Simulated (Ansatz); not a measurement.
`[CH2][SbH][CH3]` radical, 9 atoms. Charge 0, multiplicity 2. Correlated methods include outer-core shells of Sb, which these sets cover unevenly. Sb takes the def2 core potential. All runs use 4 threads of an Arm Neoverse V1 on a shared host. Correlated methods freeze the cores. Open-shell runs search over several starts.

Problem. How many basis functions does each run have, and how long does it take in Ansatz? UHF-MP2/def2-QZVPP energy; UKS ωB97M-V/def2-QZVPP energy; UKS ωB97M-V/def2-SVP energy; UKS PBE0-D4/def2-TZVP relaxation (8 steps); UKS CAM-B3LYP-D4/def2-TZVPP energy; UKS LC-ωPBE/def2-TZVPP energy; UHF-CCSD(T)/def2-TZVPP energy; UHF-CCSD(T)/def2-SVP energy; UKS ωB97M-V/def2-TZVPP energy and forces; UKS PBE0-D4/def2-SVP energy; direct RPA on PBE orbitals/def2-TZVPP energy; UKS PBE0-D4/def2-TZVP frequencies. (Estimate.)

Solution. The calculation gave: Other jobs shared the machine, so times are rough.

```csv
level,job,functions,wall time,peak host memory (GiB)
UKS PBE0-D4/def2-SVP,energy,84,1.5 s,0.21
UKS LC-ωPBE/def2-TZVPP,energy,196,3.4 s,0.35
UKS CAM-B3LYP-D4/def2-TZVPP,energy,196,4.1 s,0.58
UKS ωB97M-V/def2-SVP,energy,84,6.5 s,0.39
direct RPA on PBE orbitals/def2-TZVPP,energy,196,7 s,0.56
UHF-CCSD(T)/def2-SVP,energy,84,10 s,0.62
UKS ωB97M-V/def2-TZVPP,energy and forces,196,13 s,0.74
UHF-MP2/def2-QZVPP,energy,376,22 s,1.7
UKS ωB97M-V/def2-QZVPP,energy,376,24 s,1.7
UKS PBE0-D4/def2-TZVP,relaxation (8 steps),148,26 s,0.38
UKS PBE0-D4/def2-TZVP,frequencies,148,100 s,0.38
UHF-CCSD(T)/def2-TZVPP,energy,196,4.9 min,6.8
```

LC-ωPBE has ω = 0.4 bohr⁻¹.
